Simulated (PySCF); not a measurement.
**Predicted spectroscopic data**

PySCF 2.14.0 with density-fitted response routines calculation with shielding tensors at PBE0/pcSseg-1 (GIAO) and coordinates at the GFN2-xTB level; relativity neglected, rapidly exchanging positions averaged, in vacuum, one computed conformer.

References, each an isolated molecule treated in the same way: TMS for 1H and 13C. Splittings of carbon signals by F and P are missing where no couplings were computed. Where no couplings were computed, multiplicities follow the n + 1 count of equivalent neighbours, and m marks all less simple cases (inequivalent or close neighbours, rings, F or P nearby). Shifts are as computed. Against solution values, carbons near 30 ppm lie about +3 ppm off and those near 130 ppm about +5 ppm. Of 1211 compounds with measured shifts, 218 miss one by over three times the rms of a fit or turn the order of signals round; such compounds aren't used in these exercises.

**1.** `C=CCP1CCOCC1`, C7H13OP. 1H NMR (400 MHz, computed): δ 6.10 (m, 1H), 5.40 (m, 1H), 5.25 (m, 1H), 3.96 (m, 4H), 2.44 (m, 2H), 1.47 (m, 4H). 13C{1H} NMR (computed): δ 142.4 (CH), 122.1 (CH2), 70.5 (CH2), 46.7 (CH2), 32.4 (CH2).

**2.** `InChI=1S/C5H6F3N3/c1-3-4(5(6,7)8)10-11(2)9-3/h1-2H3`. 1H NMR (400 MHz, computed): δ 4.21 (s, 3H), 2.68 (s, 3H). 13C{1H} NMR (computed): δ 150.3, 142.4, 131.6, 41.5, 12.3.

**3.** `C#C[C@@H]1C(=O)OC=C1C(F)F`, C7H4F2O2. 1H NMR (400 MHz, computed): δ 7.35 (m, 1H), 6.80 (m, 1H), 4.06 (m, 1H), 1.83 (d, 1H). 13C{1H} NMR (computed): δ 176.3, 151.8, 124.7, 116.6, 80.8, 79.5, 37.6.
